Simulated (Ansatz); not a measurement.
(I2In-mu-Cl)2 (In2I4Cl2), relaxed as a singlet with RKS PBE-D4/def2-SVP in Ansatz, starting from the GFN2-xTB geometry. Force threshold 0.03 eV/Å.

In the def2 sets I, In take a core potential; there is no spin–orbit coupling.

Start:

Cartesian coordinates in Å:
```
In -0.6527 -1.3322 1.1292
I -1.8612 -0.4836 3.3666
I -0.2705 -3.8646 0.3302
Cl 1.4870 -0.0389 0.8103
In 0.6507 1.3332 -1.1322
I 0.2807 3.8598 -0.3103
I 1.8532 0.4900 -3.3765
Cl -1.4872 0.0362 -0.8173
```

```
step  energy (eV)  largest force component (eV/Å)  SCF passes
   1  -67787.1758                           0.615          16
   2  -67787.1853                           0.382          18
   3  -67787.2273                           0.035          18
   4  -67787.2278                           0.002          20
```

Force components are those of the run's own axes.

End:

Cartesian coordinates in Å:
```
In -0.651 -1.328 1.128
I -1.853 -0.472 3.356
I -0.268 -3.846 0.318
Cl 1.560 -0.042 0.850
In 0.651 1.328 -1.129
I 0.272 3.842 -0.304
I 1.848 0.481 -3.364
Cl -1.558 0.038 -0.855
```

By distances, no bond broke or formed. The bond that changes most is In5–Cl8, from 2.52 to 2.57 Å (atoms count from 1).

No frequencies were taken in this run, so the end may be a saddle point.

It took 13 s on 4 threads of Arm Neoverse V2 on a shared host.
